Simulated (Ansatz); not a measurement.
Spectroscopic constants of BeN-, multiplicity 3 (lowest of 2S+1 = 1, 3, 5 at CCSD(T)/def2-TZVPP on PBE0 minima; our sources give no spin for the ground state, which may be another).

The constants come from a fifth-degree fit in 1/R (seven points, main isotopes). Runs in def2 and cc sets follow the lowest solution found near the PBE0 minimum.

Programs: Ansatz (a quantum-chemistry and plane-wave program) with Gaussian orbitals. Values without a source in brackets are computed.

Energies at PBE0/def2-TZVPP:

| R (Å) | E (hartree) |
|---|---|
| 1.394230 | -69.29943496 |
| 1.431709 | -69.30354033 |
| 1.466190 | -69.30553351 |
| 1.505169 | -69.30609145 |
| 1.544147 | -69.30518266 |
| 1.589122 | -69.30269913 |
| 1.641593 | -69.29834830 |

Task: With a reduced mass of 5.4832 u, find the minimum, the force constant and the constants.

Result: A fifth-degree polynomial in 1/R puts the minimum at r_e = 1.4992 Å with force constant 434 N/m. Then ω_e = (1/2πc)√(k/μ) = 1159 cm⁻¹ and B_e = h/(8π²cμr_e²) = 1.368 cm⁻¹; the cubic and quartic terms give α_e = 0.017 and ω_e x_e = 11 cm⁻¹.
